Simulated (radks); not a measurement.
The numbers below are computed, except where a source is named.
Problem. These are the eigenvalues of the occupied orbitals of an atom or ion with whole-number occupations (Ry). Code: a radial shooting solver on a logarithmic mesh with Libxc functionals. Model: scalar-relativistic Kohn-Sham, LDA (Slater exchange, Perdew-Wang correlation), spin-unpolarised, spherical densities, point nucleus.

orbital  eigenvalue
1s        -1695.971
2s        -250.0458
2p        -224.7457
3s        -48.52865
3p        -40.20993
3d        -26.87146
4s        -10.47739
4p         -8.03736
4d         -4.45152
5s         -3.20273

Which element is it, and in what charge state? The configuration may be excited.

Solution. Z = 45, rhodium, charge +4: Rh4+ in [Ar] 3d10 4s1 4p6 4d5 5s1. The list shows which subshells hold electrons but not how many an open one holds; the 1s level, -847.99 hartree, gives Z - s = 41.2 by -(Z - s)^2/2, which with screening and relativity narrows Z to a few neighbours, and the depths of the outer levels then fix element, charge and occupations together.
